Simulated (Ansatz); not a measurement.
Consider the ligand exchange at a B–S bond: `CB[S][GeH3]` + `O[SiH](O)F` → `CBO[SiH](O)F` + `[SH][GeH3]`.

Computed with Ansatz on PBE0-D4/def2-TZVP structures; ΔE is electronic, products minus reactants. CCSD(T)/CBS adds triple-zeta CCSD(T) − MP2 to the extrapolated MP2 energy (def2 sets, frozen cores). This one scheme is used for every species. Functionals use def2-TZVPP. For Ge outer-core shells are correlated without core-valence functions, which leaves a few kJ/mol of doubt a bond. Scalar relativity is left out up to krypton. Each species was taken in one conformer, which may not be the lowest.

CCSD(T)/CBS gives -0.43 eV.

**Question.** Another level gave -0.41 eV. Which?
A. r2SCAN-D4/def2-TZVPP
B. PBE-D4/def2-TZVPP
C. B2PLYP/def2-TZVPP
D. HF/def2-TZVPP

**Answer.** A. r2SCAN-D4 -0.41, B2PLYP -0.48, PBE-D4 -0.35, HF/def2-TZVPP -0.67 eV.

Largest T1 diagnostic among the species: 0.013.

From PBE to PBE0 (25 % exact exchange), in def2-TZVPP and without D4, ΔE moves by −0.04 eV. The D4 term adds +0.03 eV with B3LYP and +0.02 eV with PBE0; it sums over pairs of atoms, weighted by their polarisabilities, and B3LYP, whose exchange is more repulsive, gets the larger term. In def2-TZVPP, CCSD(T) changes the Hartree–Fock value by +0.22 eV (the triples alone add +0.04 eV) and MP2 by +0.28 eV.

B3LYP here is the variant with VWN-RPA as its local correlation; programs differ in this.
